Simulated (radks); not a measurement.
The numbers below are computed, except where a source is named.
Question: All-electron atom: the barium ion Ba40+ in [Ne] 3s2 3p4. Level of theory: scalar-relativistic Kohn-Sham, exchange-only LDA, spin-polarised, spherical densities, point nucleus; open shells are filled with parallel spins first (spin-orbit coupling, left out, can overturn this in heavy ions) (a radial shooting solver on a logarithmic mesh with Libxc functionals). Some entries of the table are withheld. Estimate them.

orbital  occ.  eigenvalue (Ry)  <r> (bohr)
1s up       1        -2912.081     0.02560
1s down     1        -2911.676     0.02559
2s up       1        -602.2334      0.1086
2s down     1        -601.8738      0.1085
2p up       3        -559.3473     0.09492
2p down     3        -558.9123     0.09490
3s up       1              (1)      0.2651
3s down     1              (2)      0.2653
3p up       3              (3)         (4)
3p down     1              (5)         (6)
3d up       0        -204.0335      0.2274
3d down     0        -203.0755      0.2273
4s up       0        -121.3722      0.4984
4s down     0        -120.9587      0.4996

Answer: 
(1) 3s up eigenvalue (Ry): -232.8045
(2) 3s down eigenvalue (Ry): -231.7323
(3) 3p up eigenvalue (Ry): -219.4672
(4) 3p up <r> (bohr): 0.2575
(5) 3p down eigenvalue (Ry): -218.3836
(6) 3p down <r> (bohr): 0.2578
